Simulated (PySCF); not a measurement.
PySCF job for 1,2,4-triazole (C2H3N3), SMILES n1cnc[nH]1, TDDFT-PBE/def2-SVPD. Geometry optimised at TPSSh-D3(BJ)/def2-SVP.

```python
import numpy as np
from pyscf import gto, scf, dft, tdscf

mol = gto.M(
    atom='''
    C     0.02104829    1.11892590    0.00000000
    N     1.15937009    0.36995608    0.00000000
    C     0.69461467   -0.86631524    0.00000000
    N    -0.65937494   -0.84269393    0.00000000
    N    -1.11115436    0.42676659    0.00000000
    H     0.02289823    2.20774418    0.00000000
    H     1.27854872   -1.78547891    0.00000000
    H    -1.31731022   -1.61613040    0.00000000
    ''',
    basis='def2-SVPD',
    charge=0,
    spin=0,
    symmetry=True,
    max_memory=1600,
    verbose=4,
)
mf = dft.RKS(mol, xc='pbe').density_fit(auxbasis='def2-universal-jkfit')
mf.grids.level = 3
mf.conv_tol = 1e-9
mf.max_cycle = 100
mf.kernel()
mf.grids = dft.Grids(mol).set(level=1).build(with_non0tab=True)  # coarser grid for the response kernel
td = tdscf.TDDFT(mf)
td.singlet = True
td.nstates = 10
td.conv_tol = 1e-4
td.positive_eig_threshold = 1e-6
td.kernel(x0=td.get_init_guess(mf, 15))
td.analyze()
tt = tdscf.TDA(mf)
tt.singlet = False
tt.nstates = 4
tt.conv_tol = 1e-4
tt.positive_eig_threshold = 1e-6
tt.kernel(x0=tt.get_init_guess(mf, 9))
tt.analyze(verbose=3)
```

It prints:

```
PySCF version 2.14.0

[INPUT] verbose = 4
[INPUT] num. atoms = 8
[INPUT] num. electrons = 36
[INPUT] charge = 0
[INPUT] spin (= nelec alpha-beta = 2S) = 0
[INPUT] symmetry True subgroup None
[INPUT] Mole.unit = angstrom
[INPUT] Symbol           X                Y                Z      unit          X                Y                Z       unit  Magmom
[INPUT]  1 C      0.021048290000   1.118925900000   0.000000000000 AA    0.039775503490   2.114463504682   0.000000000000 Bohr   0.0
[INPUT]  2 N      1.159370090000   0.369956080000   0.000000000000 AA    2.190891947112   0.699115669318   0.000000000000 Bohr   0.0
[INPUT]  3 C      0.694614670000  -0.866315240000   0.000000000000 AA    1.312631488405  -1.637098541137   0.000000000000 Bohr   0.0
[INPUT]  4 N     -0.659374940000  -0.842693930000   0.000000000000 AA   -1.246038050002  -1.592460734533   0.000000000000 Bohr   0.0
[INPUT]  5 N     -1.111154360000   0.426766590000   0.000000000000 AA   -2.099777422516   0.806471974215   0.000000000000 Bohr   0.0
[INPUT]  6 H      0.022898230000   2.207744180000   0.000000000000 AA    0.043271383437   4.172031853302   0.000000000000 Bohr   0.0
[INPUT]  7 H      1.278548720000  -1.785478910000   0.000000000000 AA    2.416106917713  -3.374066141087   0.000000000000 Bohr   0.0
[INPUT]  8 H     -1.317310220000  -1.616130400000   0.000000000000 AA   -2.489355536891  -3.054043837584   0.000000000000 Bohr   0.0

nuclear repulsion = 165.290947858952
point group symmetry = Cs
symmetry origin: [1.04984791e-09 5.24923882e-10 0.00000000e+00]
symmetry axis x: [1.0000000e+00 8.5633962e-09 0.0000000e+00]
symmetry axis y: [-8.5633962e-09  1.0000000e+00  0.0000000e+00]
symmetry axis z: [0. 0. 1.]
num. orbitals of irrep A' = 88
num. orbitals of irrep A" = 36
number of shells = 52
number of NR pGTOs = 180
number of NR cGTOs = 124
basis = def2-SVPD
ecp = {}


[settings echo left out]
init E= -242.574696489865
HOMO (A") = -0.279637629277352  LUMO (A") = -0.0680788278878517  gap/eV = 5.75681
cycle= 1 E= -241.778356074771  delta_E= 0.796  |g|= 0.393  |ddm|= 4.42
HOMO (A') = -0.147586439102783  LUMO (A') = -0.026137372077871  gap/eV = 3.30480
cycle= 2 E= -241.587760124899  delta_E= 0.191  |g|= 0.972  |ddm|= 3.01
HOMO (A') = -0.231915895826552  LUMO (A") = -0.0299577024212029  gap/eV = 5.49556
cycle= 3 E= -241.816116366684  delta_E= -0.228  |g|= 0.123  |ddm|= 2.25
HOMO (A') = -0.245499219402656  LUMO (A") = -0.046668330664646  gap/eV = 5.41046
cycle= 4 E= -241.818798343284  delta_E= -0.00268  |g|= 0.0661  |ddm|= 0.249
HOMO (A') = -0.243041224738539  LUMO (A") = -0.0432365967980251  gap/eV = 5.43696
cycle= 5 E= -241.819612008565  delta_E= -0.000814  |g|= 0.0291  |ddm|= 0.0981
HOMO (A') = -0.242267595781791  LUMO (A") = -0.042142935382067  gap/eV = 5.44567
cycle= 6 E= -241.819793084937  delta_E= -0.000181  |g|= 0.0101  |ddm|= 0.0422
HOMO (A') = -0.242570285673488  LUMO (A") = -0.04245865148316  gap/eV = 5.44531
cycle= 7 E= -241.819815941862  delta_E= -2.29e-05  |g|= 0.00329  |ddm|= 0.0166
HOMO (A') = -0.24261971900461  LUMO (A") = -0.0425608038081804  gap/eV = 5.44388
cycle= 8 E= -241.819818672687  delta_E= -2.73e-06  |g|= 0.000298  |ddm|= 0.00445
HOMO (A') = -0.242619758032472  LUMO (A") = -0.0425537822864009  gap/eV = 5.44407
cycle= 9 E= -241.819818685274  delta_E= -1.26e-08  |g|= 0.000205  |ddm|= 0.000555
HOMO (A') = -0.242611599055827  LUMO (A") = -0.0425495901185187  gap/eV = 5.44396
cycle= 10 E= -241.819818694059  delta_E= -8.79e-09  |g|= 2.28e-05  |ddm|= 0.000224
HOMO (A') = -0.242613334533679  LUMO (A") = -0.0425508463392297  gap/eV = 5.44398
cycle= 11 E= -241.819818694158  delta_E= -9.89e-11  |g|= 7.17e-06  |ddm|= 3.74e-05
HOMO (A') = -0.242611264286561  LUMO (A") = -0.0425506213738737  gap/eV = 5.44393
Extra cycle  E= -241.819818694085  delta_E= 7.28e-11  |g|= 1.89e-05  |ddm|= 3.95e-05
converged SCF energy = -241.819818694085
tot grids = 33136
Overwritten attributes  positive_eig_threshold  of <class 'pyscf.tdscf.rks.CasidaTDDFT'>


******** <class 'pyscf.tdscf.rks.CasidaTDDFT'> for <class 'pyscf.df.df_jk.DFSymAdaptedRKS'> ********
nstates = 10 singlet
deg_eia_thresh = 1.000e-03
wfnsym = None
conv_tol = 0.0001
eigh lindep = 1e-12
eigh level_shift = 0
eigh max_cycle = 100


Excitation energies (eV)
[5.58052674 6.53449861 6.72120227 6.75475222 6.82488606 7.19143872
 7.27958302 7.5681981  7.64023015 7.83570466]

** Singlet excitation energies and oscillator strengths **
Excited State   1:   A"      5.58053 eV    222.17 nm  f=0.0025
      18 -> 19       -0.70308
Excited State   2:   A'      6.53450 eV    189.74 nm  f=0.0120
      17 -> 19       -0.10235
      18 -> 20       -0.69299
Excited State   3:   A"      6.72120 eV    184.47 nm  f=0.0024
      15 -> 19        0.40019
      18 -> 21        0.57281
Excited State   4:   A"      6.75475 eV    183.55 nm  f=0.0027
      17 -> 20        0.70628
Excited State   5:   A'      6.82489 eV    181.66 nm  f=0.0593
      16 -> 19       -0.29099
      16 -> 21        0.15820
      17 -> 19       -0.50901
      17 -> 21       -0.32249
      18 -> 20        0.12587
Excited State   6:   A"      7.19144 eV    172.41 nm  f=0.0000
      15 -> 19       -0.57406
      18 -> 21        0.40568
Excited State   7:   A'      7.27958 eV    170.32 nm  f=0.0458
      16 -> 19       -0.45419
      17 -> 19        0.40733
      17 -> 21       -0.27870
      18 -> 22       -0.14772
Excited State   8:   A"      7.56820 eV    163.82 nm  f=0.0002
      16 -> 20       -0.70436
Excited State   9:   A'      7.64023 eV    162.28 nm  f=0.0098
      17 -> 19       -0.10648
      17 -> 21        0.13884
      18 -> 22       -0.68103
Excited State  10:   A'      7.83570 eV    158.23 nm  f=0.0060
      15 -> 20       -0.69556

** Transition electric dipole moments (AU) **
state          X           Y           Z        Dip. S.      Osc.
  1         0.0000      0.0000     -0.1358      0.0185      0.0025
  2         0.2421      0.1288      0.0000      0.0752      0.0120
  3        -0.0000     -0.0000      0.1213      0.0147      0.0024
  4         0.0000      0.0000      0.1275      0.0163      0.0027
  5        -0.5855      0.1081      0.0000      0.3545      0.0593
  6        -0.0000     -0.0000      0.0030      0.0000      0.0000
  7         0.4253     -0.2756     -0.0000      0.2568      0.0458
  8         0.0000     -0.0000     -0.0303      0.0009      0.0002
  9        -0.2283      0.0180      0.0000      0.0524      0.0098
 10        -0.1026     -0.1443      0.0000      0.0313      0.0060

** Transition velocity dipole moments (imaginary part, AU) **
state          X           Y           Z        Dip. S.      Osc.
  1         0.0000      0.0000     -0.0346      0.0012      0.0039
  2         0.0562      0.0290      0.0000      0.0040      0.0111
  3        -0.0000     -0.0000      0.0352      0.0012      0.0033
  4         0.0000      0.0000      0.0364      0.0013      0.0036
  5        -0.1455      0.0275      0.0000      0.0219      0.0583
  6        -0.0000     -0.0000     -0.0001      0.0000      0.0000
  7         0.1113     -0.0719     -0.0000      0.0176      0.0438
  8         0.0000     -0.0000     -0.0088      0.0001      0.0002
  9        -0.0685      0.0038      0.0000      0.0047      0.0112
 10        -0.0303     -0.0380      0.0000      0.0024      0.0055

** Transition magnetic dipole moments (imaginary part, AU) **
state          X           Y           Z
  1         0.0054      0.1102     -0.0000
  2         0.0000     -0.0000      0.0448
  3        -0.1814      0.2151      0.0000
  4         0.3787      0.1221     -0.0000
  5        -0.0000     -0.0000      0.1018
  6         0.0611      1.7747      0.0000
  7        -0.0000      0.0000      0.3938
  8        -0.1700      0.3813      0.0000
  9         0.0000     -0.0000     -0.0788
 10        -0.0000      0.0000      0.2254
Overwritten attributes  positive_eig_threshold  of <class 'pyscf.tdscf.rks.TDA'>


******** <class 'pyscf.tdscf.rks.TDA'> for <class 'pyscf.df.df_jk.DFSymAdaptedRKS'> ********
nstates = 4 triplet
deg_eia_thresh = 1.000e-03
wfnsym = None
conv_tol = 0.0001
eigh lindep = 1e-12
eigh level_shift = 0
eigh max_cycle = 100


Excitation energies (eV)
[4.89170177 5.22945094 5.92547676 6.08103766]

** Triplet excitation energies and oscillator strengths **
Excited State   1:   A'      4.89170 eV    253.46 nm  f=0.0000
Excited State   2:   A"      5.22945 eV    237.09 nm  f=0.0000
Excited State   3:   A'      5.92548 eV    209.24 nm  f=0.0000
Excited State   4:   A"      6.08104 eV    203.89 nm  f=0.0000
```

Self-consistency was reached.

Cost: about 40 core-seconds (a rough figure).
